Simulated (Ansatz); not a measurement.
Ansatz results at the PBE0-D4/def2-TZVP geometry: HOMO–LUMO gap (B3LYP/def2-TZVPP) 7.08 eV; zero-point energy (PBE0-D4/def2-TZVP) 128.4 kJ/mol; HOMO–LUMO gap (PBE0/def2-TZVPP) 7.53 eV.

Each molecule was computed in one conformer, which needn't be the lowest.

Task: Which molecule gave them?
A. `[OH][SbH][OH]`
B. `S[SiH](Cl)CCl`
C. `C#CS[SiH3]`
D. `C=C(C)OC`

Result: B. The others give `[OH][SbH][OH]`: 6.06, 89.1, 6.50; `C=C(C)OC`: 7.10, 297.6, 7.57; `C#CS[SiH3]`: 6.21, 119.3, 6.64.

B3LYP here is the variant with VWN-RPA as its local correlation; programs differ in this.
